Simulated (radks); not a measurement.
Task: The mean radii <r> (bohr) of the occupied orbitals of an atom or ion are listed with their occupations. Calculated with a radial shooting solver on a logarithmic mesh with Libxc functionals: scalar-relativistic Kohn-Sham, r2SCAN, spin-polarised, spherical densities, finite nucleus; meta-GGA in the generalised Kohn-Sham scheme; Fermi nuclear charge, rms radius of each element as measured or else 0.836 A^(1/3) + 0.57 fm.

| orbital | occ. | <r> |
|---|---|---|
| 1s up | 1 | 0.01606 |
| 1s down | 1 | 0.01606 |
| 2s down | 1 | 0.06760 |
| 2s up | 1 | 0.06760 |
| 2p up | 3 | 0.06144 |
| 2p down | 3 | 0.06144 |
| 3s up | 1 | 0.1744 |
| 3s down | 1 | 0.1744 |
| 3p up | 3 | 0.1764 |
| 3p down | 3 | 0.1764 |
| 3d up | 5 | 0.1600 |
| 3d down | 5 | 0.1600 |
| 4s up | 1 | 0.3842 |
| 4s down | 1 | 0.3842 |
| 4p up | 3 | 0.4096 |
| 4p down | 3 | 0.4096 |
| 4d up | 5 | 0.4308 |
| 4d down | 5 | 0.4308 |
| 5s up | 1 | 0.8567 |
| 5s down | 1 | 0.8565 |
| 4f up | 7 | 0.4539 |
| 4f down | 7 | 0.4538 |
| 5p up | 3 | 0.9788 |
| 5p down | 3 | 0.9767 |
| 5d up | 5 | 1.281 |
| 5d down | 5 | 1.265 |
| 6s up | 1 | 2.108 |
| 5f up | 1 | 5.124 |

Name the element and its charge. Open shells, if any, are filled with parallel spins first.

Result: Z = 82, lead, charge +2: Pb2+ in [Xe] 4f14 5d10 6s1 5f1. The 1s radius gives Z: for a bare nucleus <r> = (2 gamma + 1)/(2Z) with gamma = sqrt(1 - (Z/c)^2), 0.01587 bohr for Z = 82, and screening makes it slightly larger (0.01606 here). The occupations add up to 80, and the charge is Z minus that.
